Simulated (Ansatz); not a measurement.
Li₄⁺. Charge 1, multiplicity 2. Geometry B3LYP/def2-TZVP; atoms count from 1.

```xyz
4

Li   -1.272   -0.075   -0.534
Li   -0.632    2.509    1.154
Li    0.629   -2.508   -1.157
Li    1.275    0.074    0.537
```

The structure comes from a short search, and lower isomers may exist.

Question: Estimate the Mulliken populations from the PBE0/def2-TZVP orbitals of Ansatz.

Answer: 
| atom | charge (e) | spin (α − β) |
| --- | --- | --- |
| Li1 | 0.24 | 0.05 |
| Li2 | 0.26 | 0.46 |
| Li3 | 0.26 | 0.46 |
| Li4 | 0.24 | 0.04 |
Mulliken values and Mayer orders depend strongly on the basis.

Question: Where does the spin sit?

Answer: Summed by element: Li 1.00, of 1 unpaired in all. Largest on single atoms: Li2 0.46, Li3 0.46, Li1 0.05.

Question: And the Mayer bond orders between bonded heavy atoms (over 0.3)?

Answer: Li1–Li4 0.41 (2.77 Å). Values over 0.3 also appear between atoms too far apart for a bond (Li1–Li2 0.34 at 3.15 Å; Li1–Li3 0.34 at 3.15 Å; Li2–Li4 0.34 at 3.15 Å; Li3–Li4 0.34 at 3.15 Å); they arise where an orbital or an unpaired electron spreads over both atoms.
